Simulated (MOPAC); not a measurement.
A run for MOPAC: PM7 on C2H4O2 (a complex), monomers drawn apart or pushed together.

```
PM7 1SCF PRECISE CHARGE=0 THREADS=1
C2H4O2

C      0.00378860 1    -0.05332310 1     0.07245600 1
H      0.09211875 1    -0.01137116 1    -1.01206274 1
H     -1.04859502 1    -0.11948608 1     0.34600015 1
H      0.52965188 1    -0.93188648 1     0.44388972 1
H      0.43876912 1     0.84734216 1     0.50382329 1
O     -0.33192996 1    -1.00186089 1     4.00372080 1
C     -0.00655418 1     0.11098048 1     3.99211713 1
O      0.31876599 1     1.22403819 1     3.98383848 1
```

It printed:

```
*******************************************************************************
 **                                                                           **
 **                              MOPAC v23.2.5                                **
 **                                                                           **
 *******************************************************************************
 ** MOPAC's Digital Object Identifier: https://doi.org/10.5281/zenodo.6511958 **
 **                                                                           **
 ** Please cite the open-source release paper for use of this MOPAC version:  **
 ** J. E. Moussa and J. J. P. Stewart (2026)                                  **
 ** MOPAC: An open-source semiempirical molecular orbital program             **
 ** J. Open Source Softw., 11(119), 8025, https://doi.org/10.21105/joss.08025 **
 *******************************************************************************

                              PM7 CALCULATION RESULTS

 *******************************************************************************
 *  PM7        - The PM7 Hamiltonian to be used
 *
 *
 *
 *                 CHARGE ON SYSTEM = 0
 *
 *
 *
 *  PRECISE    - TIGHTER CRITERIA TO BE USED
 *  1SCF       - DO 1 SCF AND THEN STOP
 *  THREADS=1  - MULTI-THREADING NOT USED
 *  T=         - A TIME OF 172800.0 SECONDS REQUESTED
 *  DUMP=N     - RESTART FILE WRITTEN EVERY 7200.0 SECONDS REQUESTED
 *******************************************************************************
PM7 1SCF PRECISE CHARGE=0 THREADS=1
 C2H4O2

   ATOM   CHEMICAL          X               Y               Z
  NUMBER   SYMBOL      (ANGSTROMS)     (ANGSTROMS)     (ANGSTROMS)

     1       C          0.00378860  *  -0.05332310  *   0.07245600  *
     2       H          0.09211875  *  -0.01137116  *  -1.01206274  *
     3       H         -1.04859502  *  -0.11948608  *   0.34600015  *
     4       H          0.52965188  *  -0.93188648  *   0.44388972  *
     5       H          0.43876912  *   0.84734216  *   0.50382329  *
     6       O         -0.33192996  *  -1.00186089  *   4.00372080  *
     7       C         -0.00655418  *   0.11098048  *   3.99211713  *
     8       O          0.31876599  *   1.22403819  *   3.98383848  *



          CARTESIAN COORDINATES

    NO.       ATOM           X           Y           Z

     1         C          0.0038     -0.0533      0.0725
     2         H          0.0921     -0.0114     -1.0121
     3         H         -1.0486     -0.1195      0.3460
     4         H          0.5297     -0.9319      0.4439
     5         H          0.4388      0.8473      0.5038
     6         O         -0.3319     -1.0019      4.0037
     7         C         -0.0066      0.1110      3.9921
     8         O          0.3188      1.2240      3.9838

 General Reference for PM7:
 "Optimization of Parameters for Semiempirical Methods VI: More Modifications to the
 NDDO Approximations and Re-optimization of Parameters", J. J. P. Stewart, J. Mol. Mod., 1:32, 19 (2013)
 https://link.springer.com/article/10.1007/s00894-012-1667-x

           Empirical Formula: C2 H4 O2  =     8 atoms



      MOLECULAR POINT GROUP   :   C1


      RHF CALCULATION, NO. OF DOUBLY OCCUPIED LEVELS = 12


 -------------------------------------------------------------------------------
 PM7 1SCF PRECISE CHARGE=0 THREADS=1
 C2H4O2



     1SCF WAS SPECIFIED, SO BFGS WAS NOT USED
     SCF FIELD WAS ACHIEVED


                              PM7 CALCULATION
                                                       MOPAC v23.2.5 Linux




          FINAL HEAT OF FORMATION =        -99.14255 KCAL/MOL =    -414.81241 KJ/MOL


          COSMO AREA              =        112.07 SQUARE ANGSTROMS
          COSMO VOLUME            =         91.63 CUBIC ANGSTROMS

          IONIZATION POTENTIAL    =         12.798481 EV
          HOMO LUMO ENERGIES (EV) =        -12.798  0.612
          NO. OF FILLED LEVELS    =         12
          MOLECULAR WEIGHT        =         60.0524         POINT GROUP:  C1

          MOLECULAR DIMENSIONS (Angstroms)

            Atom       Atom       Distance
            O     8    H     2     5.15137
            O     6    H     5     2.78471
            H     3    H     4     1.75873


          SCF CALCULATIONS        =          1





   ATOM   CHEMICAL          X               Y               Z
  NUMBER   SYMBOL      (ANGSTROMS)     (ANGSTROMS)     (ANGSTROMS)

     1       C          0.00378860  *  -0.05332310  *   0.07245600  *
     2       H          0.09211875  *  -0.01137116  *  -1.01206274  *
     3       H         -1.04859502  *  -0.11948608  *   0.34600015  *
     4       H          0.52965188  *  -0.93188648  *   0.44388972  *
     5       H          0.43876912  *   0.84734216  *   0.50382329  *
     6       O         -0.33192996  *  -1.00186089  *   4.00372080  *
     7       C         -0.00655418  *   0.11098048  *   3.99211713  *
     8       O          0.31876599  *   1.22403819  *   3.98383848  *

                             CARTESIAN COORDINATES

   1    C        0.003788600    -0.053323100     0.072456000
   2    H        0.092118750    -0.011371160    -1.012062740
   3    H       -1.048595020    -0.119486080     0.346000150
   4    H        0.529651880    -0.931886480     0.443889720
   5    H        0.438769120     0.847342160     0.503823290
   6    O       -0.331929960    -1.001860890     4.003720800
   7    C       -0.006554180     0.110980480     3.992117130
   8    O        0.318765990     1.224038190     3.983838480


           Empirical Formula: C2 H4 O2  =     8 atoms



      MOLECULAR POINT GROUP   :   C1


                  EIGENVALUES
 -34.36740 -32.88775 -25.02118 -21.00810 -17.49116 -17.48911 -16.15529 -13.81265
 -13.79110 -13.77707 -12.80000 -12.79848   0.61176   0.61497   1.40990   4.72470
   5.79836   5.80536   5.81322   7.29080


              NET ATOMIC CHARGES AND DIPOLE CONTRIBUTIONS

  ATOM NO.   TYPE          CHARGE      No. of ELECS.   s-Pop       p-Pop
    1          C          -0.605740        4.6057     1.04712     3.55862
    2          H           0.152840        0.8472     0.84716
    3          H           0.150679        0.8493     0.84932
    4          H           0.151165        0.8488     0.84884
    5          H           0.151079        0.8489     0.84892
    6          O          -0.325262        6.3253     1.87149     4.45377
    7          C           0.651418        3.3486     1.09991     2.24867
    8          O          -0.326180        6.3262     1.87154     4.45464
 DIPOLE           X         Y         Z       TOTAL
 POINT-CHG.    -0.001    -0.007    -0.021     0.022
 HYBRID        -0.002    -0.001    -0.008     0.009
 SUM           -0.003    -0.008    -0.029     0.031


          ATOMIC ORBITAL ELECTRON POPULATIONS

     Atom    s        px        py        pz
    1  C   1.04712   1.18511   1.18385   1.18965
    2  H   0.84716
    3  H   0.84932
    4  H   0.84884
    5  H   0.84892
    6  O   1.87149   1.60197   1.21347   1.63833
    7  C   1.09991   0.72932   0.79661   0.72275
    8  O   1.87154   1.60235   1.21341   1.63888

 **********************
 *                    *
 * JOB ENDED NORMALLY *
 *                    *
 **********************




 == MOPAC DONE ==
```

The run finished.

Cost: about 0.03 core-seconds (a rough figure).
